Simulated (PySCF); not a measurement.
C₃HF₄, SMILES [CH]=C(F)C(F)(F)F, multiplicity 2. Atoms are numbered in the order given.

```xyz
8

C      1.2243    -1.6489     0.0000
C      0.1038    -0.9661     0.0000
F     -1.1110    -1.5242     0.0000
C      0.0168     0.5489     0.0000
F     -0.6400     0.9868    -1.0808
F     -0.6400     0.9868     1.0808
F      1.2393     1.0924     0.0000
H      2.2958    -1.4806     0.0000
```
Charge 0, spin multiplicity 2.

Geometry optimised at B3LYP-D3(BJ)/def2-SVP. The isomer is the one that the SMILES or the coordinates give; other isomers of the formula were not compared.

Two levels are set side by side: PBE/pcH-1 (PySCF) and PBE0/pcH-1 (PySCF). Contact hyperfine couplings, same geometry. Differences are taken from unrounded values.

```csv
quantity,PBE0
"A(iso) of 13C, atom C1 (MHz)",313.5
"A(iso) of 13C, atom C2 (MHz)",-51.6
"A(iso) of 19F, atom F3 (MHz)",118.1
"A(iso) of 13C, atom C4 (MHz)",67.6
"A(iso) of 19F, atom F5 (MHz)",12.2
"A(iso) of 19F, atom F6 (MHz)",12.2
"A(iso) of 19F, atom F7 (MHz)",9.3
"A(iso) of 1H, atom H8 (MHz)",-11.2
```

Q: What does PBE give, and how far is it from PBE0? (An estimate is asked for; the answer gives what the named calculation found.)

A: 
| quantity | PBE | PBE minus PBE0 |
|---|---|---|
| A(iso) of 13C, atom C1 (MHz) | 283.6 | -30.0 |
| A(iso) of 13C, atom C2 (MHz) | -39.7 | 11.8 |
| A(iso) of 19F, atom F3 (MHz) | 144.3 | 26.2 |
| A(iso) of 13C, atom C4 (MHz) | 65.8 | -1.8 |
| A(iso) of 19F, atom F5 (MHz) | 15.3 | 3.1 |
| A(iso) of 19F, atom F6 (MHz) | 15.3 | 3.1 |
| A(iso) of 19F, atom F7 (MHz) | 11.5 | 2.2 |
| A(iso) of 1H, atom H8 (MHz) | -1.9 | 9.4 |

Rough cost on one machine, each run with all the roots and properties that it gave: PBE0 against PBE within a factor of 2.
